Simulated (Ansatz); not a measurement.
A short molecular-dynamics run on F₃SeSi (`F[Si](F)(F)[Se]`) radical.

```yaml
crystal:
  periodic: [false, false, false]
  atoms:
    - {symbol: F, position_ang: [0.019059, 0.030180, 1.613101]}
    - {symbol: Si, position_ang: [0.076245, -0.080349, 0.044837]}
    - {symbol: F, position_ang: [-0.439514, -1.506936, -0.373521]}
    - {symbol: F, position_ang: [1.594464, 0.038525, -0.349888]}
    - {symbol: Se, position_ang: [-1.200354, 1.444980, -0.975829]}
basis:
  gaussian: {orbitals: "6-31G*"}
magnetization: {spin_polarized: true, initial_magnetization: 1}
hamiltonian: {xc: {name: PBE}, dispersion: d3bj}
md: {timestep: 2 fs, n_steps: 30, ensemble: nvt_langevin, temperature: 700, initial_velocities: maxwell_boltzmann, friction: 0.01, seed: 608}
```

```sh
$ ansatz run in.yaml --threads 4 --pin off --events-out ev --progress --plain --max-ram 10444MiB
```

```tsv
step	time (fs)	potential energy (eV)	kinetic (eV)	T (K)	conserved (eV)
0	0.0	-81352.7444	0.3619	560	–
1	2.0	-81352.6911	0.3376	522	–
2	4.0	-81352.6366	0.2603	403	–
3	6.0	-81352.6053	0.2410	373	–
4	8.0	-81352.5930	0.2411	373	–
5	10.0	-81352.5795	0.2349	363	–
6	12.0	-81352.5670	0.2457	380	–
7	14.0	-81352.5500	0.2088	323	–
8	16.0	-81352.5274	0.2549	394	–
9	18.0	-81352.5127	0.2420	374	–
10	20.0	-81352.5247	0.2613	404	–
11	22.0	-81352.5645	0.3400	526	–
12	24.0	-81352.6161	0.4023	622	–
13	26.0	-81352.6635	0.5195	804	–
14	28.0	-81352.6948	0.5261	814	–
15	30.0	-81352.7051	0.4732	732	–
16	32.0	-81352.6976	0.3914	606	–
17	34.0	-81352.6822	0.3303	511	–
18	36.0	-81352.6733	0.3112	481	–
19	38.0	-81352.6652	0.2536	392	–
20	40.0	-81352.6563	0.2443	378	–
21	42.0	-81352.6407	0.2373	367	–
22	44.0	-81352.6121	0.1724	267	–
23	46.0	-81352.5777	0.1768	274	–
24	48.0	-81352.5442	0.1373	212	–
25	50.0	-81352.5118	0.0949	147	–
26	52.0	-81352.4864	0.0669	103	–
27	54.0	-81352.4817	0.0616	95	–
28	56.0	-81352.4976	0.0995	154	–
29	58.0	-81352.5204	0.1356	210	–
30	60.0	-81352.5372	0.1550	240	–
```

Velocities are drawn at the set temperature; a run this short doesn't reach equilibrium.

Frames (Å, forces in eV/Å):

```xyz
5
time=0.0 fs
F     0.019    0.030    1.613   -0.071    0.115    1.245
Si    0.076   -0.080    0.045   -0.467    0.631   -0.372
F    -0.440   -1.507   -0.374   -0.447   -1.097   -0.363
F     1.594    0.039   -0.350    1.199    0.120   -0.339
Se   -1.200    1.445   -0.976   -0.214    0.232   -0.171
5
time=2.0 fs
F     0.030    0.039    1.592   -0.164    0.220    2.107
Si    0.071   -0.074    0.042   -0.651    0.361   -0.965
F    -0.440   -1.504   -0.371   -0.512   -1.101   -0.388
F     1.584    0.017   -0.344    1.634    0.181   -0.515
Se   -1.199    1.445   -0.972   -0.307    0.339   -0.239
5
time=4.0 fs
F     0.040    0.046    1.575   -0.253    0.321    2.843
Si    0.064   -0.067    0.039   -0.676   -0.078   -1.511
F    -0.440   -1.506   -0.369   -0.522   -0.931   -0.366
F     1.577   -0.003   -0.335    1.860    0.226   -0.646
Se   -1.199    1.445   -0.969   -0.410    0.461   -0.320
5
time=6.0 fs
F     0.050    0.054    1.565   -0.324    0.391    3.179
Si    0.055   -0.060    0.036   -0.317   -0.494   -1.738
F    -0.441   -1.510   -0.365   -0.527   -0.751   -0.341
F     1.576   -0.022   -0.325    1.698    0.250   -0.684
Se   -1.197    1.444   -0.966   -0.531    0.604   -0.417
5
time=8.0 fs
F     0.059    0.061    1.563   -0.380    0.426    3.148
Si    0.042   -0.053    0.032    0.431   -0.843   -1.648
F    -0.445   -1.512   -0.360   -0.552   -0.636   -0.329
F     1.581   -0.038   -0.317    1.180    0.268   -0.634
Se   -1.195    1.444   -0.962   -0.680    0.784   -0.537
5
time=10.0 fs
F     0.068    0.069    1.565   -0.437    0.437    2.848
Si    0.028   -0.045    0.028    1.232   -1.242   -1.294
F    -0.450   -1.513   -0.357   -0.564   -0.481   -0.306
F     1.586   -0.053   -0.308    0.614    0.302   -0.580
Se   -1.193    1.443   -0.959   -0.844    0.984   -0.668
5
time=12.0 fs
F     0.078    0.075    1.574   -0.507    0.420    2.182
Si    0.017   -0.036    0.023    1.871   -1.696   -0.573
F    -0.453   -1.515   -0.355   -0.553   -0.250   -0.264
F     1.592   -0.069   -0.299    0.183    0.355   -0.556
Se   -1.192    1.444   -0.957   -0.994    1.171   -0.789
5
time=14.0 fs
F     0.088    0.080    1.587   -0.576    0.389    1.402
Si    0.010   -0.029    0.017    2.352   -2.143    0.224
F    -0.458   -1.519   -0.355   -0.508    0.032   -0.207
F     1.598   -0.086   -0.292   -0.164    0.405   -0.539
Se   -1.192    1.446   -0.954   -1.103    1.317   -0.880
5
time=16.0 fs
F     0.098    0.086    1.601   -0.636    0.351    0.698
Si    0.005   -0.025    0.014    2.735   -2.519    0.884
F    -0.468   -1.524   -0.353   -0.433    0.328   -0.139
F     1.605   -0.102   -0.286   -0.508    0.441   -0.514
Se   -1.191    1.449   -0.951   -1.158    1.398   -0.929
5
time=18.0 fs
F     0.108    0.095    1.615   -0.686    0.297    0.088
Si    0.002   -0.025    0.012    2.979   -2.677    1.385
F    -0.480   -1.529   -0.351   -0.355    0.543   -0.074
F     1.613   -0.117   -0.280   -0.807    0.457   -0.486
Se   -1.192    1.452   -0.949   -1.131    1.381   -0.913
5
time=20.0 fs
F     0.115    0.107    1.630   -0.704    0.225   -0.403
Si    0.004   -0.029    0.014    2.958   -2.547    1.713
F    -0.494   -1.531   -0.348   -0.299    0.612   -0.026
F     1.618   -0.133   -0.279   -0.940    0.450   -0.456
Se   -1.192    1.457   -0.949   -1.016    1.259   -0.829
5
time=22.0 fs
F     0.118    0.119    1.644   -0.674    0.137   -0.817
Si    0.011   -0.037    0.017    2.666   -2.164    1.940
F    -0.510   -1.528   -0.344   -0.258    0.544   -0.002
F     1.620   -0.148   -0.281   -0.899    0.420   -0.423
Se   -1.193    1.462   -0.948   -0.835    1.063   -0.698
5
time=24.0 fs
F     0.118    0.133    1.659   -0.621    0.034   -1.140
Si    0.021   -0.048    0.023    2.140   -1.602    2.078
F    -0.527   -1.524   -0.338   -0.231    0.394    0.012
F     1.619   -0.162   -0.282   -0.682    0.365   -0.417
Se   -1.194    1.468   -0.947   -0.605    0.809   -0.532
5
time=26.0 fs
F     0.120    0.148    1.671   -0.560   -0.083   -1.380
Si    0.033   -0.063    0.031    1.462   -0.902    2.129
F    -0.546   -1.520   -0.330   -0.215    0.192    0.021
F     1.616   -0.177   -0.284   -0.352    0.290   -0.433
Se   -1.196    1.475   -0.948   -0.335    0.504   -0.338
5
time=28.0 fs
F     0.122    0.162    1.682   -0.479   -0.197   -1.532
Si    0.049   -0.078    0.041    0.704   -0.223    2.092
F    -0.565   -1.514   -0.322   -0.187    0.015    0.036
F     1.616   -0.194   -0.286    0.020    0.210   -0.454
Se   -1.199    1.482   -0.949   -0.057    0.194   -0.143
5
time=30.0 fs
F     0.126    0.174    1.690   -0.397   -0.285   -1.586
Si    0.066   -0.091    0.051   -0.076    0.284    1.967
F    -0.580   -1.511   -0.315   -0.141   -0.059    0.072
F     1.616   -0.214   -0.289    0.421    0.144   -0.486
Se   -1.201    1.490   -0.951    0.194   -0.083    0.032
5
time=32.0 fs
F     0.131    0.182    1.696   -0.319   -0.350   -1.550
Si    0.083   -0.103    0.062   -0.896    0.661    1.777
F    -0.589   -1.509   -0.309   -0.082   -0.064    0.123
F     1.616   -0.231   -0.293    0.884    0.082   -0.539
Se   -1.204    1.498   -0.952    0.415   -0.329    0.189
5
time=34.0 fs
F     0.131    0.187    1.699   -0.231   -0.385   -1.407
Si    0.098   -0.114    0.075   -1.609    0.929    1.490
F    -0.598   -1.509   -0.302   -0.023   -0.050    0.174
F     1.615   -0.248   -0.299    1.271    0.030   -0.574
Se   -1.206    1.505   -0.954    0.592   -0.525    0.316
5
time=36.0 fs
F     0.126    0.187    1.699   -0.134   -0.371   -1.084
Si    0.109   -0.124    0.090   -2.010    1.085    0.984
F    -0.605   -1.509   -0.293    0.024   -0.045    0.217
F     1.617   -0.264   -0.306    1.388    0.007   -0.538
Se   -1.209    1.510   -0.955    0.732   -0.676    0.421
5
time=38.0 fs
F     0.120    0.185    1.698   -0.044   -0.325   -0.691
Si    0.118   -0.132    0.105   -2.090    1.202    0.393
F    -0.611   -1.507   -0.283    0.033   -0.099    0.233
F     1.622   -0.279   -0.315    1.263    0.011   -0.439
Se   -1.211    1.514   -0.956    0.838   -0.789    0.504
5
time=40.0 fs
F     0.114    0.181    1.698    0.032   -0.265   -0.292
Si    0.124   -0.139    0.119   -1.872    1.265   -0.238
F    -0.618   -1.502   -0.273    0.030   -0.172    0.237
F     1.630   -0.293   -0.323    0.891    0.041   -0.273
Se   -1.214    1.517   -0.957    0.919   -0.868    0.567
5
time=42.0 fs
F     0.106    0.176    1.695    0.096   -0.171    0.242
Si    0.127   -0.143    0.133   -1.507    1.154   -1.064
F    -0.626   -1.499   -0.265    0.070   -0.153    0.260
F     1.641   -0.307   -0.330    0.361    0.096   -0.056
Se   -1.216    1.520   -0.957    0.981   -0.926    0.617
5
time=44.0 fs
F     0.099    0.170    1.692    0.141   -0.056    0.835
Si    0.129   -0.145    0.146   -1.113    0.951   -1.942
F    -0.635   -1.497   -0.257    0.126   -0.090    0.287
F     1.652   -0.319   -0.336   -0.179    0.159    0.165
Se   -1.218    1.522   -0.956    1.024   -0.964    0.654
5
time=46.0 fs
F     0.095    0.165    1.691    0.175    0.031    1.243
Si    0.129   -0.145    0.155   -0.653    0.747   -2.615
F    -0.643   -1.497   -0.247    0.180   -0.022    0.303
F     1.665   -0.331   -0.344   -0.753    0.232    0.388
Se   -1.219    1.523   -0.956    1.051   -0.988    0.680
5
time=48.0 fs
F     0.093    0.162    1.695    0.201    0.068    1.375
Si    0.128   -0.145    0.161   -0.186    0.571   -2.971
F    -0.651   -1.497   -0.237    0.239    0.057    0.311
F     1.680   -0.341   -0.350   -1.320    0.306    0.592
Se   -1.220    1.524   -0.955    1.067   -1.002    0.693
5
time=50.0 fs
F     0.093    0.158    1.699    0.214    0.079    1.373
Si    0.125   -0.145    0.164    0.220    0.430   -3.133
F    -0.659   -1.499   -0.228    0.296    0.137    0.313
F     1.695   -0.346   -0.354   -1.802    0.363    0.749
Se   -1.221    1.524   -0.955    1.073   -1.008    0.699
5
time=52.0 fs
F     0.093    0.152    1.704    0.218    0.078    1.288
Si    0.121   -0.144    0.166    0.504    0.253   -3.166
F    -0.664   -1.503   -0.222    0.369    0.267    0.325
F     1.707   -0.349   -0.355   -2.157    0.408    0.853
Se   -1.221    1.523   -0.954    1.067   -1.006    0.700
5
time=54.0 fs
F     0.096    0.147    1.710    0.220    0.049    1.026
Si    0.119   -0.141    0.165    0.653    0.111   -2.937
F    -0.669   -1.506   -0.217    0.435    0.390    0.329
F     1.714   -0.350   -0.356   -2.358    0.437    0.896
Se   -1.221    1.521   -0.953    1.052   -0.987    0.686
5
time=56.0 fs
F     0.098    0.142    1.719    0.222   -0.032    0.467
Si    0.117   -0.141    0.158    0.743    0.112   -2.317
F    -0.674   -1.507   -0.213    0.464    0.432    0.301
F     1.719   -0.351   -0.357   -2.456    0.445    0.891
Se   -1.219    1.518   -0.952    1.028   -0.957    0.657
5
time=58.0 fs
F     0.100    0.139    1.733    0.228   -0.152   -0.337
Si    0.117   -0.140    0.148    0.675    0.160   -1.402
F    -0.681   -1.509   -0.209    0.510    0.490    0.275
F     1.718   -0.349   -0.358   -2.418    0.428    0.840
Se   -1.217    1.515   -0.951    1.004   -0.926    0.623
5
time=60.0 fs
F     0.102    0.139    1.749    0.238   -0.271   -1.129
Si    0.120   -0.140    0.137    0.433    0.214   -0.469
F    -0.686   -1.510   -0.208    0.564    0.556    0.259
F     1.713   -0.346   -0.360   -2.217    0.392    0.751
Se   -1.215    1.511   -0.950    0.982   -0.891    0.587
```

Hardware: 4 threads of an Arm Neoverse V2 on a shared host. Wall time 83 s, peak host memory 0.37 GiB.
